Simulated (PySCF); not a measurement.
Compound: C5H9NSi.
InChI=1S/C5H9NSi/c1-2-5-3-4-7(5)6/h1,5,7H,3-4,6H2/t5-,7-/m1/s1

Torsions of this conformer, `[CH:1]#[C:2][C@@H:3]1[CH2:4][CH2:5][Si@H:6]1[NH2:7]`: H–N7–Si6–C5 -160°, H–N7–Si6–C5 46°.

The closed-shell ground state was solved at several levels (PySCF, density fitting, gas phase, non-relativistic). Isolated species at its PBE0-D3(BJ)/def2-SVP geometry (one conformer only).

| level | basis functions | HOMO (eV) | LUMO (eV) | gap (eV) | dipole (D) |
| --- | --- | --- | --- | --- | --- |
| wB97X-D/def2-SVPD | 216 | -8.47 | 2.03 | 10.50 | 1.87 |
| KT3/pcSseg-1 | 171 | -5.48 | -0.09 | 5.39 | 2.04 |

(1) Estimate the row for PBE0/pcSseg-1, a basis of 171 functions; the other rows only guide the guess.

(2) Over all these levels, which gives the widest orbital gap and which the narrowest?

(3) How far do the dipole and the HOMO energy spread over the levels?

Answers

(1) HOMO -6.63 eV, LUMO 0.97 eV, gap 7.60 eV, dipole 2.03 D.

(2) wB97X-D/def2-SVPD (range-separated hybrid) has the widest, 10.50 eV, and KT3/pcSseg-1 (GGA) the narrowest, 5.39 eV. Functional and basis both differ between the two, so the spread mixes both effects.

(3) The dipole runs from 1.87 to 2.04 D (mean 1.98 D) and the HOMO from -8.47 to -5.48 eV.
